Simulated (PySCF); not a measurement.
CH5Cl3GeSi, SMILES [Cl][Ge]([CH2][SiH3])([Cl])[Cl] (PBE0/def2-SVP optimised geometry):

```
11

Si    -0.471     1.708    -1.524
C     -0.873     0.656     0.000
Ge    -0.179    -1.142     0.000
Cl    -0.828    -2.230    -1.731
Cl    -0.828    -2.233     1.731
Cl     1.966    -1.142     0.000
H      1.008     1.800    -1.700
H     -1.083     1.099    -2.740
H     -1.034     3.075    -1.315
H     -0.474     1.142     0.906
H     -1.966     0.573     0.121
```

Calculation: PySCF 2.14.0 with PBE0/def2-TZVP.

### Question
What are the frontier orbital energies and the dipole moment?

### Answer
HOMO-2 -9.38 eV, HOMO-1 -9.19 eV, HOMO -9.12 eV, LUMO -1.31 eV, LUMO+1 0.13 eV; dipole moment 2.59 D.

On the same geometry PBE/def2-TZVP run with PySCF gives HOMO-2 -7.95 eV, HOMO-1 -7.81 eV, HOMO -7.74 eV, LUMO -2.30 eV, LUMO+1 -0.74 eV; dipole moment 2.50 D.

Meta-Löwdin charges at PBE0/def2-TZVP: Si1 0.48, C2 -0.66, Ge3 0.94, Cl4 -0.28, Cl5 -0.28, Cl6 -0.28, H7 -0.08, H8 -0.08, H9 -0.08, H10 0.16, H11 0.16.
